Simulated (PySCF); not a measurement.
C3H9AlO, SMILES [AlH2][O]C(C)C.

The structure is a stationary point at PBE0-D3(BJ)/def2-SVP. The structure was generated by enumeration; whether it is a known compound was not checked. Other conformers were not sampled.

Vertical ionisation energy (IE) and electron affinity (EA) in eV. Rows of orbital energies are one-electron estimates. Where ΔSCF, EOM or ADC give a negative EA the extra electron is unbound and the value depends on the basis.

```json
[
 {"level": "−ε(HOMO), −ε(LUMO), B3LYP/def2-TZVP (PySCF)", "IE": "7.55", "EA": "1.16"},
 {"level": "−ε(HOMO), −ε(LUMO), PBE/def2-TZVP (PySCF)", "IE": "[?]", "EA": "[?]"}
]
```

Q: Complete the blanks. (The exact figures need the calculation; the answer reports its results.)

A: 
- −ε(HOMO), −ε(LUMO), PBE/def2-TZVP (PySCF), IE: 6.34
- −ε(HOMO), −ε(LUMO), PBE/def2-TZVP (PySCF), EA: 1.71
